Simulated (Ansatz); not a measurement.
Input file for Ansatz (a quantum-chemistry and plane-wave program): R-CCSD(T)/aug-cc-pVTZ on C3H4Br2 (SMILES C/C(Br)=C\Br), atoms moved off the minimum. The run froze 31 orbitals, filled d shells among them.

Ansatz 0.2 input:
```yaml
crystal:
  periodic: [false, false, false]
  atoms:
    - {symbol: C, position_ang: [-1.71667834, -0.61960201, 0.51743515]}
    - {symbol: C, position_ang: [-0.58843789, 0.27958451, 0.02630224]}
    - {symbol: Br, position_ang: [-0.81956191, 2.02411360, 0.05843371]}
    - {symbol: C, position_ang: [0.68752624, -0.14657836, -0.26109846]}
    - {symbol: Br, position_ang: [1.16431925, -2.06876322, -0.13372969]}
    - {symbol: H, position_ang: [-1.96384016, -0.22121503, 1.59146254]}
    - {symbol: H, position_ang: [-1.44500039, -1.55750258, 0.57347488]}
    - {symbol: H, position_ang: [-2.50584456, -0.48338317, -0.05956949]}
    - {symbol: H, position_ang: [1.50103217, 0.37903305, -0.55125828]}
basis:
  gaussian:
    orbitals: aug-cc-pVTZ
magnetization: {spin_polarized: false}
correlation: {method: ccsd_t, electrons: outside_noble_gas}
scf: {lower_state_search: off}
output: {forces: true}
```

Program output:

```
WARN ansatz: RAYON_NUM_THREADS=8 ignored (pool sized by the plan → 8); use --threads N
Functional definition: HF
these checks for a lower state are left out or cut short: starts, cluster_reference, orbital_swaps, neighbouring_geometries, increment
integrals: 4.30 GiB planned
2069 factors; integrals over basis functions are off by at most 7.7e-4 eV
3.20 GiB of device memory are held for the factors and their scratch space
mean field: 2.27 GiB planned
mean field evaluation 1: about -143151.5234 eV, gradient 3.1e1 eV
mean field evaluation 2: about -143151.7035 eV, gradient 3.1e1 eV
mean field evaluation 4: about -143154.4677 eV, gradient 3.9e0 eV
mean field evaluation 8: about -143154.5275 eV, gradient 3.2e-1 eV
mean field -143154.52820109 eV, -5260.8318777659 hartree, gradient 5.6e-6 eV, S^2 0.000000; 0 other end points of the search recorded, 0 dependent functions left out; unrestricted orbitals would lower it
31 core orbitals not correlated
reference -143154.52820109 eV, -5260.8318777659 hartree; 15, 15 occupied and 302, 302 virtual orbitals, 2069 factors
densities: 25.51 GiB planned
second order -22.88029097 eV of doubles, -0.00000000 eV of singles
coupled cluster: 19.18 GiB planned
cycle   1  -23.30624553 eV  change   -4.3e-1 eV  update   1.1e-1
cycle   2  -23.88491526 eV  change   -5.8e-1 eV  update   3.4e-2
cycle   3  -24.01833907 eV  change   -1.3e-1 eV  update   1.6e-2
cycle   4  -24.01063306 eV  change    7.7e-3 eV  update   4.4e-3
cycle   5  -24.01100209 eV  change   -3.7e-4 eV  update   2.0e-3
cycle   6  -24.01157911 eV  change   -5.8e-4 eV  update   5.4e-4
cycle   7  -24.01148933 eV  change    9.0e-5 eV  update   2.5e-4
cycle   8  -24.01150492 eV  change   -1.6e-5 eV  update   8.1e-5
cycle   9  -24.01151820 eV  change   -1.3e-5 eV  update   4.4e-5
cycle  10  -24.01149616 eV  change    2.2e-5 eV  update   1.2e-5
cycle  11  -24.01149455 eV  change    1.6e-6 eV  update   5.7e-6
perturbative correction -1.18526865 eV, -0.0435578194 hartree
the calculation of the forces begins
mean field evaluation 16: about -143154.3154 eV, gradient 1.2e0 eV
3.20 GiB of device memory are held for the factors and their scratch space
Total energy: -143179.72496429 eV, -5261.7578417345 hartree
Atom 0 at    -1.716678    -0.619602     0.517435 Å, force     2.335348     5.661639     3.977660 eV/Å
Atom 1 at    -0.588438     0.279585     0.026302 Å, force     2.532064    -4.424869     0.016548 eV/Å
Atom 2 at    -0.819562     2.024114     0.058434 Å, force    -0.842704     3.804696    -0.084639 eV/Å
Atom 3 at     0.687526    -0.146578    -0.261098 Å, force    -3.727098    -2.917996     1.217807 eV/Å
Atom 4 at     1.164319    -2.068763    -0.133730 Å, force    -0.301070     1.122438    -0.142574 eV/Å
Atom 5 at    -1.963840    -0.221215     1.591463 Å, force     0.221172    -0.814313    -1.798827 eV/Å
Atom 6 at    -1.445000    -1.557503     0.573475 Å, force     1.480060    -4.870901     0.225267 eV/Å
Atom 7 at    -2.505845    -0.483383    -0.059569 Å, force    -3.877938     0.572771    -2.615461 eV/Å
Atom 8 at     1.501032     0.379033    -0.551258 Å, force     2.180166     1.866536    -0.795781 eV/Å
Dipole moment:    -0.171725     0.083998     0.041507 e Å
Checks for a lower state left out: starts, cluster_reference, orbital_swaps, neighbouring_geometries, increment
```

Self-consistency was reached.
